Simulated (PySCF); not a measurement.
## L and K shells in `N[SiH2]C(F)(F)F`

Species: CH4F3NSi.
Atom-mapped SMILES: `[NH2:1][SiH2:2][C:3]([F:4])([F:5])[F:6]`

Computed with delta-SCF UKS SCAN, pcX-2 on the ionised atom, pcseg-1 elsewhere, spin-free X2C (PySCF). Binding energies are ΔSCF values: E(core-ionised, relaxed orbitals) − E(ground state) at a fixed geometry, referred to the vacuum level. 2p3/2 and 2p1/2 are the ΔSCF energy of one spin-free 2p hole plus the eigenvalues of a spin–orbit and ligand-field matrix of the shell. The splitting includes the ligand field, and 2p3/2 is the mean of two sublevels.

Q: Give the 2p3/2 and 2p1/2 binding energies and the splitting.

A: 
| atom | environment | 2p3/2 (eV) | 2p1/2 (eV) | splitting (eV) | mean of the shell (eV) |
| --- | --- | --- | --- | --- | --- |
| Si2 | SiH2 silicon | 107.70 | 108.33 | 0.63 | 107.91 |

Q: What are the 1s binding energies of the same atoms?

A: Si2 1847.55 eV.

Q: Which Kα1 and Kα2 emission energies and wavelengths follow?

A: The photon carries the difference of the 1s-hole and 2p-hole states, both at the ground state's geometry; λ = 12398.42 eV Å/E.

| atom | Kα1 (eV) | Kα2 (eV) | λ(Kα1) (Å) | λ(Kα2) (Å) |
| --- | --- | --- | --- | --- |
| Si2 | 1739.85 | 1739.22 | 7.1261 | 7.1287 |

Q: And the 1s levels of the other atoms?

A: C3 (CF3 carbon) 297.17 eV; N1 (silicon-bound nitrogen) 405.37 eV; F4/F5/F6 (fluorine of a CF3 group) 693.60 eV.

One atom of each set of topologically equivalent atoms was ionised and stands for the set; in this conformer not all members are related by symmetry, and their own values weren't computed. Geometry: PBE0-D3(BJ)/def2-SVP, one conformer, isolated molecule.

Hardware: one thread of an x86-64 server, shared host. Cost: 39 s wall.

The values belong to the conformer `[NH2:1][SiH2:2][C:3]([F:4])([F:5])[F:6]`: N1–Si2–C3–F4 60°, H–N1–Si2–C3 74°, H–N1–Si2–C3 -74°.
